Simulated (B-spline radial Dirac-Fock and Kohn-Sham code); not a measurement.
# Two-hole binding energies of Rb⁵⁺

System: rubidium as Rb⁵⁺, configuration [Ar] 3d10 4s2 4p2.

Calculated with an atomic code on a B-spline grid, using ΔSCF Dirac-Fock with Breit, self-energy and vacuum polarisation, finite nucleus, configuration average. U is the two-hole binding energy less the two single-hole energies, the effective repulsion of the holes after relaxation. Each two-hole energy is an average over J within one jj subconfiguration.

| holes | E(a) (eV) | E(b) (eV) | E(ab) (eV) | U (eV) |
| --- | --- | --- | --- | --- |
| 1s⁻² | 15283.1 | 15283.1 | ? | ? |
| 1s⁻¹ 3p1/2⁻¹ | 15283.1 | 330.7 | 15662.6 | 48.8 |
| 2s⁻² | 2153.6 | 2153.6 | 4401.2 | 94.0 |
| 2s⁻¹ 2p1/2⁻¹ | 2153.6 | 1947.5 | 4188.0 | 87.0 |
| 2s⁻¹ 2p3/2⁻¹ | 2153.6 | 1887.7 | 4127.1 | 85.8 |
| 2p3/2⁻² | 1887.7 | 1887.7 | 3880.5 | 105.1 |
| 2p1/2⁻¹ 3s⁻¹ | 1947.5 | 405.7 | 2396.3 | 43.1 |
| 2s⁻¹ 3d3/2⁻¹ | 2153.6 | 191.2 | 2388.0 | 43.3 |
| 2s⁻¹ 3d5/2⁻¹ | 2153.6 | 189.7 | 2386.3 | 43.0 |
| 2p3/2⁻¹ 3s⁻¹ | 1887.7 | 405.7 | 2336.5 | 43.1 |
| 2p3/2⁻¹ 3p1/2⁻¹ | 1887.7 | 330.7 | 2262.6 | 44.2 |
| 2p1/2⁻¹ 3d3/2⁻¹ | 1947.5 | 191.2 | 2180.8 | 42.1 |
| 3p3/2⁻² | 321.5 | 321.5 | 678.6 | 35.6 |
| 3d3/2⁻² | 191.2 | 191.2 | 418.3 | 36.0 |

Q: Give the missing two-hole energy and U.

A: E(ab) = 31124.3 eV and U = 558.1 eV.

Run: 37 s of CPU time on 1 thread of Neoverse-V1 (shared host), peak memory 0.42 GiB.
